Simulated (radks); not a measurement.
Q: Dipole-allowed excitations along the series with 68 electrons in [Xe] 4f14. Calculated with a radial shooting solver on a logarithmic mesh with Libxc functionals: scalar-relativistic Kohn-Sham, LDA (Slater exchange, Perdew-Wang correlation), spin-polarised, spherical densities, finite nucleus; Fermi nuclear charge, rms radius of each element as measured or else 0.836 A^(1/3) + 0.57 fm. Time-dependent linear response with the Hartree and adiabatic LDA kernel, continuum included through the Sternheimer equations, no spin-orbit coupling, so fine structure and intercombination lines are absent. Lines are the poles of the dipole polarisability below minus the highest occupied eigenvalue, found on a grid refined at the orbital gaps; the lowest seven at most are given, and weak or close lines can be missed. The first line takes the name of the lowest orbital gap if no other gap lies below it; otherwise a line is named after a gap within 0.6 % of it, if that gap stands alone.

species  -e(HOMO) (eV)  lowest orbital gap (eV)  first line (eV)     f  static alpha (bohr^3)
Tl13+           302.00             5p-5d 73.959   87.585 (5p-5d)  5.16                 0.7023
Pb14+           333.78             5p-5d 78.250   92.615 (5p-5d)  5.24                 0.6237

Estimate the first line of Bi15+, its oscillator strength and the static polarisability.

A: 97.669 eV (5p-5d), f = 5.29, alpha = 0.5567 bohr^3.
